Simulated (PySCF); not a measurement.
CH5BFNO, SMILES CNB(O)F.

The structure is a stationary point at r2SCAN-D4/def2-SVP. The structure was generated by enumeration, and PubChem lists no compound with its InChIKey, so it may never have been made. Other conformers were not sampled.

These are PBE/def2-TZVP in PySCF values and carry that method's errors.

Gas-phase values at a fixed geometry.

Computed frontier levels, gap, dipole moment and polarisability:
| Quantity | Result |
|---|---|
| highest occupied level | -6.01 eV |
| lowest empty level | -0.38 eV |
| orbital gap | 5.63 eV |
| dipole moment | 3.54 D |
| quadrupole, principal values (traceless, Buckingham form, about the centre of nuclear charge) | -3.50, -0.94, 4.44 D·Å |
| mean static polarisability | 39.7 bohr³ (5.88 Å³) |
| polarisability, principal values | 31.3, 39.7, 48.1 bohr³ |
